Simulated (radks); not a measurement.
Isoelectronic series with 7 electrons, all held in the configuration [He] 2s2 2p3, which need not be the ground one along the series. All-electron calculation, scalar-relativistic Kohn-Sham, PBE, spin-unpolarised, spherical densities, point nucleus. Program: a radial shooting solver on a logarithmic mesh with Libxc functionals. Total energies (hartree) and orbital eigenvalues (Ry):

ion    E (hartree)         2p         2s
Nd53+   -5864.2393  -779.4883  -826.8040
Pm54+   -6076.4105  -808.7314  -858.7674
Sm55+   -6292.9660  -838.5513  -891.4581
Eu56+   -6513.9549  -868.9507  -924.8866
Gd57+   -6739.4283  -899.9325  -959.0637
Tb58+   -6969.4391  -931.4998  -994.0006
Dy59+   -7204.0421  -963.6555  -1029.709
Ho60+   -7443.2944  -996.4026  -1066.201
Er61+   -7687.2548  -1029.744  -1103.489
Tm62+   -7935.9847  -1063.684  -1141.586
Yb63+   -8189.5476  -1098.225  -1180.506
Lu64+   -8448.0095  -1133.370  -1220.263
Hf65+   -8711.4392  -1169.122  -1260.873
Ta66+   -8979.9078  -1205.486  -1302.349
W67+    -9253.4895  -1242.465  -1344.709
Re68+   -9532.2614  -1280.062  -1387.969
Os69+   -9816.3038  -1318.280  -1432.146
Ir70+  -10105.7003  -1357.125  -1477.260
Pt71+  -10400.5379  -1396.599  -1523.328
Au72+  -10700.9074  -1436.706  -1570.371
